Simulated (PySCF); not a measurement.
Isomers of C5H11FO2Si, mass 150.051 u with the commonest isotopes. Method used: PBE0/pcSseg-1 in PySCF (dipole) on a GFN2-xTB geometry, gas phase. One conformer each, none proved a minimum here; rigid rotors.

Question: Order these by out-of-plane moment Σ m c² = (Ia + Ib − Ic)/2, largest first.
A. `[CH3:1][CH2:2][O:3][Si@@H:4]([CH:5]=[O:6])[C@@H:7]([CH3:8])[F:9]` with C1–C2–O3–Si4 66°, C2–O3–Si4–C5 51°, O3–Si4–C5–O6 -20°, O3–Si4–C7–C8 70°
B. `[CH2:1]=[CH:2][CH2:3][Si:4]([F:5])([O:6][CH3:7])[O:8][CH3:9]` with C1–C2–C3–Si4 -110°, C2–C3–Si4–F5 -59°, C3–Si4–O6–C7 -178°, C3–Si4–O8–C9 -61°
C. `[CH3:1][CH:2]([CH3:3])[O:4][C:5](=[O:6])[SiH2:7][CH2:8][F:9]` with C1–C2–O4–C5 153°, C2–O4–C5–O6 0°, O4–C5–Si7–C8 -179°, C5–Si7–C8–F9 180°

Answer: B (81.35 u·Å²), C (38.35 u·Å²), A (35.10 u·Å²).

Question: Order these by rotational constant A, smallest first.
A. `[CH2:1]=[CH:2][CH2:3][Si:4]([F:5])([O:6][CH3:7])[O:8][CH3:9]` with C1–C2–C3–Si4 -110°, C2–C3–Si4–F5 -59°, C3–Si4–O6–C7 -178°, C3–Si4–O8–C9 -61°
B. `[CH3:1][CH2:2][O:3][Si@@H:4]([CH:5]=[O:6])[C@@H:7]([CH3:8])[F:9]` with C1–C2–O3–Si4 66°, C2–O3–Si4–C5 51°, O3–Si4–C5–O6 -20°, O3–Si4–C7–C8 70°
C. `[CH3:1][CH:2]([CH3:3])[O:4][C:5](=[O:6])[SiH2:7][CH2:8][F:9]` with C1–C2–O4–C5 153°, C2–O4–C5–O6 0°, O4–C5–Si7–C8 -179°, C5–Si7–C8–F9 180°

Answer: B (1786 MHz), A (2005 MHz), C (3750 MHz).

Question: Order these by radius of gyration √(Σ m r²/M), largest first.
A. `[CH3:1][CH:2]([CH3:3])[O:4][C:5](=[O:6])[SiH2:7][CH2:8][F:9]` with C1–C2–O4–C5 153°, C2–O4–C5–O6 0°, O4–C5–Si7–C8 -179°, C5–Si7–C8–F9 180°
B. `[CH3:1][CH2:2][O:3][Si@@H:4]([CH:5]=[O:6])[C@@H:7]([CH3:8])[F:9]` with C1–C2–O3–Si4 66°, C2–O3–Si4–C5 51°, O3–Si4–C5–O6 -20°, O3–Si4–C7–C8 70°
C. `[CH2:1]=[CH:2][CH2:3][Si:4]([F:5])([O:6][CH3:7])[O:8][CH3:9]` with C1–C2–C3–Si4 -110°, C2–C3–Si4–F5 -59°, C3–Si4–O6–C7 -178°, C3–Si4–O8–C9 -61°

Answer: A (2.665 Å), B (2.319 Å), C (2.178 Å).

```csv
SMILES,point group,Ia (u·Å²),Ib (u·Å²),Ic (u·Å²),κ,μa (D),μb (D),μc (D)
C=CC[Si](F)(OC)OC,C1,252.07,541.00,630.37,-0.78,0.16,0.97,0.74
CCO[Si@@H](C=O)[C@@H](C)F,C1,282.92,559.25,771.96,-0.56,0.54,2.20,0.23
CC(C)OC(=O)[SiH2]CF,C1,134.76,968.94,1026.99,-0.98,2.79,0.60,0.20
```
